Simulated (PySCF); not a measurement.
**Sb+: ionisation energy**

Sb+ [Kr] 4d10 5s2 5p2 (3P) → Sb(2+) [Kr] 4d10 5s2 5p1 (2P), as a difference of total energies. All numbers are calculated (PySCF 2.14, scalar relativity by spin-free X2C-1e, in x2c-QZVPPall with one added diffuse shell each of s, p, d, f type (14s10p8d5f1g, 128 functions)). Correlated levels: valence: [Kr] 4d10 frozen; valence and next inner shell: [Ar] 3d10 frozen. The calculations carry no spin-orbit coupling.

| method | ionisation energy (eV) |
| --- | --- |
| UHF | 16.002 |
| LDA | 16.671 |
| PBE | 16.475 |
| PBE0 | 16.537 |
| r2SCAN | 16.650 |
| LC-wPBE | 16.635 |
| BHandHLYP | 16.422 |
| revPBE | 16.417 |
| MP2 (valence) | 16.348 |
| SCS-MP2 (valence) | 16.286 |
| MP2 (valence and next inner shell) | 16.541 |
| SCS-MP2 (valence and next inner shell) | 16.419 |

How much does correlation contribute at MP2 (valence and next inner shell)?

16.541 − (16.002) = 0.539 eV, measured against UHF.

A first-order spin-orbit estimate (lowest level to lowest level, LS coupling) adds -0.068 eV.

Errors of the correlated levels include the incompleteness of this basis and the frozen core.

For comparison: 16.626 ± 0.025 eV (measured; NIST Atomic Spectra Database, ionization energies).
